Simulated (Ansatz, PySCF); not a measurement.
Noncovalent pair: SiH4 (SMILES [SiH4]) (first 5 atoms) with CH2O (SMILES C=O); geometry from B3LYP-D3(BJ)/def2-TZVP, rigid monomers moved along the line of their centres of mass till Si1···O7 is 3.61 Å.
(charge 0, multiplicity 1):
```xyz
9

Si     0.0259     0.2418     0.1765
H      1.2988    -0.0185     0.8878
H      0.3553     0.7076    -1.1936
H     -0.7286     1.3084     0.8687
H     -0.7765    -0.9945     0.0827
C      0.4421    -0.4701     4.3013
O     -0.4854    -0.7803     3.6061
H      0.4365    -0.6458     5.3934
H      1.3495     0.0070     3.8854
```

Interaction energies are E(AB) − E(A) − E(B) at the monomers' geometry in the complex; basis-set methods are counterpoise corrected. Rows marked so take none.

Rows in 6-31G* carry no dispersion term and start afresh at each structure (6-31G* with six Cartesian d functions).

Run with Ansatz (a quantum-chemistry and plane-wave program) with Gaussian orbitals; PySCF for 6-31G* rows, the dispersion terms. Values without a source in brackets are computed.

Q: What is the computed interaction energy (M06-2X/6-31G* (no counterpoise))?

A: -2.3 kcal/mol

Q: Give the interaction energy at the level B3LYP-D4/def2-TZVPPD.

A: -1.5 kcal/mol

Q: Predict the interaction energy from HF/aug-cc-pV(D+d)Z.

A: -0.6 kcal/mol
